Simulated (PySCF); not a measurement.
A structure optimised at PBE-D3(BJ)/def2-TZVP, used in a PySCF frequency run:

```
Al
Cl 1 2.1197
Cl 1 2.1197 2 119.27
```
Charge 0, spin multiplicity 2.

Write its SMILES, formula and point group.

[Cl][Al][Cl], AlCl2, C2v

What are its rotational constants (standard atomic weights)?

22.523, 2.1309, 1.9467 GHz
